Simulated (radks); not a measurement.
I III, configuration [Kr] 4d10 5s2 5p3. All-electron calculation, scalar-relativistic Kohn-Sham, SCAN, spin-unpolarised, spherical densities, finite nucleus; meta-GGA in the generalised Kohn-Sham scheme; Fermi nuclear charge, rms radius 4.75 fm. Program: a radial shooting solver on a logarithmic mesh with Libxc functionals.

Normalised radial functions P(r) = r R(r), r in bohr:

r	3d	4p	5p
0.002219	0.0001	0.0050	0.0017
0.002936	0.0001	0.0082	0.0028
0.003916	0.0003	0.0136	0.0047
0.005181	0.0007	0.0222	0.0077
0.00691	0.0016	0.0363	0.0125
0.009143	0.0035	0.0580	0.0200
0.0121	0.0075	0.0910	0.0314
0.01614	0.0164	0.1413	0.0488
0.02135	0.0341	0.2093	0.0722
0.02825	0.0692	0.2954	0.1019
0.03768	0.1389	0.3926	0.1353
0.04985	0.2612	0.4672	0.1607
0.06596	0.4649	0.4729	0.1620
0.08797	0.7794	0.3423	0.1158
0.1164	1.1759	0.0458	0.0122
0.1552	1.5984	-0.3736	-0.1324
0.2054	1.8697	-0.6884	-0.2361
0.2718	1.8443	-0.6401	-0.2063
0.3625	1.4582	-0.0847	0.0028
0.4796	0.8915	0.7078	0.2713
0.6346	0.3962	1.2463	0.3802
0.8464	0.1155	1.2028	0.1723
1.12	0.0210	0.7548	-0.2552
1.482	0.0020	0.3177	-0.6419
1.976	0.0001	0.0812	-0.7770
2.615	0.0000	0.0131	-0.6224
3.488	0.0000	0.0010	-0.3329
4.615	0.0000	0.0000	-0.1157
6.106	0.0000	0.0000	-0.0236

3d: eigenvalue -631.35 eV, 0 radial nodes, <r> = 0.289 bohr, 90 % of the charge inside 0.453 bohr. 4p: eigenvalue -151.29 eV, 2 radial nodes at r = 0.120, 0.374 bohr, <r> = 0.792 bohr, 90 % of the charge inside 1.16 bohr. 5p: eigenvalue -24.694 eV, 3 radial nodes at r = 0.119, 0.361, 0.957 bohr, <r> = 2.20 bohr, 90 % of the charge inside 3.20 bohr.
